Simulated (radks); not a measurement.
Results of a calculation; reference values are marked as such.
Problem. Sr I, configuration [Kr] 5s2 (the NIST ground configuration). Code: a radial shooting solver on a logarithmic mesh with Libxc functionals. Model: scalar-relativistic Kohn-Sham, PBE, spin-polarised, spherical densities, finite nucleus; Fermi nuclear charge, rms radius 4.224 fm; hard spherical wall at 6 bohr. Some entries of the table are withheld. Estimate them.

orbital  occ.  eigenvalue (Ry)  <r^2> (bohr^2)  <r> (bohr)
1s          2              (1)        0.002067     0.03916
2s          2        -158.3996         0.03507      0.1725
2p          6        -140.7234         0.02766         (2)
3s          2              (3)          0.2780      0.4921
3p          6        -18.61961          0.2902      0.4985
3d         10         -9.20183          0.3029      0.4984
4s          2         -2.81174           2.106       1.360
4p          6         -1.48949           2.884       1.579
5s          2         -0.03456           12.48       3.392
4d          0              (4)           8.163       2.661
5p          0          0.26863           14.05       3.597
6s          0          1.32288           14.70       3.563

Solution. 
(1) 1s eigenvalue (Ry): -1171.140
(2) 2p <r> (bohr): 0.1504
(3) 3s eigenvalue (Ry): -24.32439
(4) 4d eigenvalue (Ry): 0.09860
